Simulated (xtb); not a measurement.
xtb input for C2H3F2, SMILES [C](F)(F)C (connectivity only; charge and spin as stated), charge +1, multiplicity 1, GFN2-xTB. 

```
$ xtb mol.xyz --gfn 2 --sp --chrg 1 --uhf 0 --json
$ cat mol.xyz
7

C     -1.33376965    -0.32963565    -0.03141289
C      0.03986872     0.00201192    -0.00039720
F      0.97261618    -0.85077651    -0.05505529
F      0.46954073     1.19196477     0.08451619
H     -1.84165642     0.02806722     0.88576615
H     -1.50836212    -1.39971788    -0.16448479
H     -1.86598817     0.26669870    -0.79556877
```

Output:

```
[banner left out]
          |                Calculation Setup                |
           -------------------------------------------------



           -------------------------------------------------
          |                 G F N 2 - x T B                 |
           -------------------------------------------------

        Reference                      10.1021/acs.jctc.8b01176
      * Hamiltonian:
        H0-scaling (s, p, d)           1.850000    2.230000    2.230000
        zeta-weighting                 0.500000
      * Dispersion:
        s8                             2.700000
        a1                             0.520000
        a2                             5.000000
        s9                             5.000000
      * Repulsion:
        kExp                           1.500000    1.000000
        rExp                           1.000000
      * Coulomb:
        alpha                          2.000000
        third order                    shell-resolved
        anisotropic                    true
        a3                             3.000000
        a5                             4.000000
        cn-shift                       1.200000
        cn-exp                         4.000000
        max-rad                        5.000000


          ...................................................
          :                      SETUP                      :
          :.................................................:
          :  # basis functions                  19          :
          :  # atomic orbitals                  19          :
          :  # shells                           11          :
          :  # electrons                        24          :
          :  max. iterations                   250          :
          :  Hamiltonian                  GFN2-xTB          :
          :  restarted?                      false          :
          :  GBSA solvation                  false          :
          :  PC potential                    false          :
          :  electronic temp.          300.0000000     K    :
          :  accuracy                    1.0000000          :
          :  -> integral cutoff          0.2500000E+02      :
          :  -> integral neglect         0.1000000E-07      :
          :  -> SCF convergence          0.1000000E-05 Eh   :
          :  -> wf. convergence          0.1000000E-03 e    :
          :  Broyden damping             0.4000000          :
          :  net charge                          1          :
          :  unpaired electrons                  0          :
          ...................................................

 iter      E             dE          RMSdq      gap      omega  full diag
   1    -14.7808500 -0.147809E+02  0.504E+00    5.77       0.0  T
   2    -14.8362680 -0.554180E-01  0.264E+00    3.98       1.0  T
   3    -14.8436908 -0.742275E-02  0.168E+00    4.45       1.0  T
   4    -14.8451438 -0.145299E-02  0.290E-01    3.96       1.0  T
   5    -14.8453888 -0.245040E-03  0.875E-02    4.13       1.0  T
   6    -14.8454202 -0.313410E-04  0.367E-02    4.10       1.0  T
   7    -14.8454184  0.174731E-05  0.255E-02    4.12       1.5  T
   8    -14.8454210 -0.259471E-05  0.265E-03    4.10      14.3  T
   9    -14.8454210 -0.232206E-07  0.804E-04    4.10      47.0  T
  10    -14.8454210 -0.262940E-08  0.272E-04    4.10     139.2  T

   *** convergence criteria satisfied after 10 iterations ***

         #    Occupation            Energy/Eh            Energy/eV
      -------------------------------------------------------------
         1        2.0000           -1.1613509             -31.6020
       ...           ...                  ...                  ...
         6        2.0000           -0.8889028             -24.1883
         7        2.0000           -0.8426267             -22.9290
         8        2.0000           -0.8190241             -22.2868
         9        2.0000           -0.8102394             -22.0477
        10        2.0000           -0.7822078             -21.2850
        11        2.0000           -0.7639499             -20.7881
        12        2.0000           -0.7572363             -20.6054 (HOMO)
        13                         -0.6064622             -16.5027 (LUMO)
        14                         -0.1570817              -4.2744
        15                         -0.1329599              -3.6180
        16                         -0.0984487              -2.6789
        17                         -0.0906002              -2.4654
       ...                                ...                  ...
        19                          0.1265119               3.4426
      -------------------------------------------------------------
                  HL-Gap            0.1507741 Eh            4.1028 eV
             Fermi-level           -0.6818493 Eh          -18.5541 eV

 SCC (total)                   0 d,  0 h,  0 min,  0.004 sec
 SCC setup                      ...        0 min,  0.000 sec (  4.556%)
 Dispersion                     ...        0 min,  0.000 sec (  1.261%)
 classical contributions        ...        0 min,  0.000 sec (  0.988%)
 integral evaluation            ...        0 min,  0.000 sec ( 12.339%)
 iterations                     ...        0 min,  0.002 sec ( 54.726%)
 molecular gradient             ...        0 min,  0.001 sec ( 22.068%)
 printout                       ...        0 min,  0.000 sec (  3.717%)

         :::::::::::::::::::::::::::::::::::::::::::::::::::::
         ::                     SUMMARY                     ::
         :::::::::::::::::::::::::::::::::::::::::::::::::::::
         :: total energy             -14.730298295521 Eh    ::
         :: gradient norm              0.000155096455 Eh/a0 ::
         :: HOMO-LUMO gap              4.102772779405 eV    ::
         ::.................................................::
         :: SCC energy               -14.845420843707 Eh    ::
         :: -> isotropic ES            0.152369850485 Eh    ::
         :: -> anisotropic ES         -0.006012782255 Eh    ::
         :: -> anisotropic XC         -0.003805149766 Eh    ::
         :: -> dispersion             -0.001638942407 Eh    ::
         :: repulsion energy           0.115122548186 Eh    ::
         :: add. restraining           0.000000000000 Eh    ::
         :: total charge               1.000000000000 e     ::
         :::::::::::::::::::::::::::::::::::::::::::::::::::::

           -------------------------------------------------
          |                Property Printout                |
           -------------------------------------------------

    * Orbital Energies and Occupations

         #    Occupation            Energy/Eh            Energy/eV
      -------------------------------------------------------------
         1        2.0000           -1.1613509             -31.6020
         2        2.0000           -1.1517891             -31.3418
         3        2.0000           -0.9667547             -26.3067
         4        2.0000           -0.9118260             -24.8120
         5        2.0000           -0.8947251             -24.3467
         6        2.0000           -0.8889028             -24.1883
         7        2.0000           -0.8426267             -22.9290
         8        2.0000           -0.8190241             -22.2868
         9        2.0000           -0.8102394             -22.0477
        10        2.0000           -0.7822078             -21.2850
        11        2.0000           -0.7639499             -20.7881
        12        2.0000           -0.7572363             -20.6054 (HOMO)
        13                         -0.6064622             -16.5027 (LUMO)
        14                         -0.1570817              -4.2744
Note: The following floating-point exceptions are signalling: IEEE_DENORMAL
normal termination of xtb
        15                         -0.1329599              -3.6180
        16                         -0.0984487              -2.6789
        17                         -0.0906002              -2.4654
        18                          0.0952147               2.5909
        19                          0.1265119               3.4426
      -------------------------------------------------------------
                  HL-Gap            0.1507741 Eh            4.1028 eV
             Fermi-level           -0.6818493 Eh          -18.5541 eV

     #   Z          covCN         q      C6AA      α(0)
     1   6 C        3.751    -0.181    24.095     7.000
     2   6 C        2.550     0.442    19.663     7.248
     3   9 F        0.792     0.025     9.152     3.574
     4   9 F        0.792     0.015     9.232     3.589
     5   1 H        0.922     0.255     0.858     1.449
     6   1 H        0.924     0.197     1.114     1.651
     7   1 H        0.922     0.246     0.892     1.477

 Mol. C6AA /au·bohr⁶  :        331.060238
 Mol. C8AA /au·bohr⁸  :       7210.126393
 Mol. α(0) /au        :         25.986484


Wiberg/Mayer (AO) data.
largest (>0.10) Wiberg bond orders for each atom

 ---------------------------------------------------------------------------
     #   Z sym  total        # sym  WBO       # sym  WBO       # sym  WBO
 ---------------------------------------------------------------------------
     1   6 C    3.934 --     2 C    1.243     6 H    0.941     7 H    0.819
                             5 H    0.799
     2   6 C    3.818 --     1 C    1.243     3 F    1.232     4 F    1.220
     3   9 F    1.465 --     2 C    1.232     4 F    0.108
     4   9 F    1.451 --     2 C    1.220     3 F    0.108
     5   1 H    0.935 --     1 C    0.799
     6   1 H    0.961 --     1 C    0.941
     7   1 H    0.939 --     1 C    0.819
 ---------------------------------------------------------------------------

Topologies differ in total number of bonds
Writing topology from bond orders to xtbtopo.mol

molecular dipole:
                 x           y           z       tot (Debye)
 q only:       -1.770      -0.275       0.006
   full:       -1.729      -0.231       0.014       4.433
molecular quadrupole (traceless):
                xx          xy          yy          xz          yz          zz
 q only:        5.304       1.010      -2.484      -0.053       0.002      -2.820
  q+dip:        4.898       0.922      -3.390      -0.104      -0.160      -1.507
   full:        4.447       0.870      -3.535      -0.110      -0.211      -0.912


           -------------------------------------------------
          | TOTAL ENERGY              -14.730298295521 Eh   |
          | GRADIENT NORM               0.000155096455 Eh/α |
          | HOMO-LUMO GAP               4.102772779405 eV   |
           -------------------------------------------------

------------------------------------------------------------------------
------------------------------------------------------------------------
 total:
 SCF:
```

Self-consistency was reached.

Cost: around 0.06 core-seconds (rough).
